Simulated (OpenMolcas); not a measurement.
**Sc+: effect of the IPEA shift**

```yaml
Program: OpenMolcas 26.06
Basis: ANO-RCC-VTZP [6s5p3d2f1g]
Scalar_Hamiltonian: DKH2, point nucleus
Active_space: 2 electrons in 11 orbitals (3d 4s 4d)
State_averaging: 2S+1 = 3 even, 15 roots; 2S+1 = 1 even, 20 roots kept (CI in the orbitals of an earlier block)
Spin-orbit_coupling: RASSI with atomic mean-field integrals over the reference wave functions, term energies averaged over their components
```

Methods on the same reference wave functions:
A. CASSCF
B. MS-CASPT2, IPEA 0 Eh, imaginary shift 0.1 Eh (closed shells correlated: 3s 3p)
C. MS-CASPT2, IPEA 0.25 Eh, imaginary shift 0.1 Eh (closed shells correlated: 3s 3p)

Energies in cm-1 above 3d 4s 3D1, the measured ground level; measured values from NIST Handbook of Basic Atomic Spectroscopic Data.

```csv
Level,A,B,C,Measured
3d 4s 3D1,0.0,0.0,0.0,0.0
3d 4s 3D2,72.8,72.0,71.9,67.7
3d 4s 3D3,189,189,189,178
3d 4s 1D2,2919,2410,2390,2541
3d2 3F2,6230,5440,5570,4803
3d2 3F3,6322,5530,5660,4884
3d2 3F4,6443,5650,5780,4988
3d2 1D2,14823,11500,11520,10945
3d2 3P0,15007,12730,13040,12074
3d2 3P1,15037,12750,13070,12102
3d2 3P2,15118,12820,13130,12154
3d2 1G4,17314,15040,15170,14261
4s2 1S0,19103,11880,12100,11736
```

Deviations, from unrounded energies. A percentage is the sum of absolute deviations over the sum of measured energies, with the sign that they share, or ± where signs differ.

```
                        Against measurement  Levels      A     B     C
             mean absolute deviation (cm-1)      12   2300   460   600
      fine structure of the ground term (%)       2   +6.6  +6.3  +6.3
other terms of the ground configuration (%)       1  +14.9  -5.1  -5.8
                   other configurations (%)       9  +31.2  +6.1  +8.1
```

B lies closest to measurement on these levels and A furthest from it. The largest miss of B in the table is 3d2 1G4, by +780 cm-1. The ranking rests on the paired levels alone, and a cruder setting can come out closer through cancelling errors.

Between B and C the level of the table that moves most is 3d2 3P1, by 320 cm-1 (lowest in B, highest in C). Moves below CASPT2's spread within the term are not significant.

The mean deviations of B to C differ by less than CASPT2's widest spread within a term (650 cm-1), so their order carries little weight.

The lowest spin-free term lies below A's lowest term by 0.293 hartree in B, 0.290 hartree in C.

Term energies are means over components that CASPT2 splits; among the terms shown or strongly mixed into the levels shown the widest spread is 650 cm-1 (3d2 1G, C). Terms from blocks run as CI alone lack orbitals of their own. Active for correlation alone: 4d; no level in the range computed is led by a configuration that fills it, so any true level of that kind is missing. Without dynamic correlation excited terms often stand tens of per cent too high (terms of higher spin than the ground term too low), and those without a measured partner can miss by more than the paired ones (holds for A). Some levels mix across a computed gap that differs much from the measured one, so their mixing is not that of the real levels (holds for A). Measured partners are found by configuration, term and J. A level has none where our copy of the source lacks it or the pairing is in doubt (some pairs that miss far off the trend of their configuration count as doubtful), and it then counts in no deviation. Levels of configurations outside the active space are missing.
